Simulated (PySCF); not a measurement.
Gas-phase reaction: TiCl4 + 2 H + O → TiCl3OH + HCl, at 1000 K and a standard pressure of 1 bar. Level: r2SCAN/def2-TZVP†.

Computed with PySCF and rigid-rotor harmonic-oscillator thermochemistry at 1 bar. † marks an energy on the PBE0/def2-TZVP geometry and frequencies. Open shells (unrestricted): H (multiplicity 2), O (multiplicity 3, electronic degeneracy 9); the rest are closed-shell singlets. Spin-orbit splitting is ignored; it lowers the true energy and changes the entropy of O. TiCl3OH: computed as isolated molecules; such fragments, hydroxides, amides, oligomers or adducts are transient or little studied in the gas. The harmonic model lacks anharmonicity and excited electronic states, which grow with temperature; levels with a mode under 35 cm⁻¹ are left out. Soft modes under 120 cm⁻¹ make the harmonic entropy rough for TiCl4, TiCl3OH.

```csv
species,E (Ha),H(1000 K) − E (kJ/mol),S°(1000 K) (J/mol/K)
TiCl4,-2690.47037,109.5,477.4
H,-0.49993,20.8,139.9
O,-75.05863,20.8,186.9
TiCl3OH,-2306.09938,150.6,527.5
HCl,-460.78482,47.5,222.6
```
E: electronic energy; H − E holds the zero-point and thermal terms. 1 Ha = 2625.5 kJ/mol.

Task: Work out ΔH°, ΔS°, ΔG° and log10 K from these numbers.

Result: 1. ΔE = 1×(-2306.09938) + 1×(-460.78482) − 1×(-2690.47037) − 2×(-0.49993) − 1×(-75.05863) = -0.35534 Ha = -932.9 kJ.
2. Δ(H − E) = 1×(150.6) + 1×(47.5) − 1×(109.5) − 2×(20.8) − 1×(20.8) = 26.2 kJ, so ΔH° = -906.7 kJ.
3. ΔS° = 1×(527.5) + 1×(222.6) − 1×(477.4) − 2×(139.9) − 1×(186.9) = -194.0 J/K; the number of gas molecules changes by -2.
4. ΔG° = ΔH° − TΔS° = -906.7 − 1000×(-194.0)/1000 = -712.7 kJ.
5. log10 K = −ΔG°/(RT ln 10) = 37.24, with RT ln 10 = 19.14 kJ/mol; at standard pressures the products are favoured.
6. A shift of 10 kJ in ΔE would move log10 K by 0.52 here.
For scale, ΔH°(298 K) is -894 kJ at this level, -909 kJ at ωB97M-V/def2-TZVP†, and runs from -1314 to -587 kJ over the 19 levels computed.
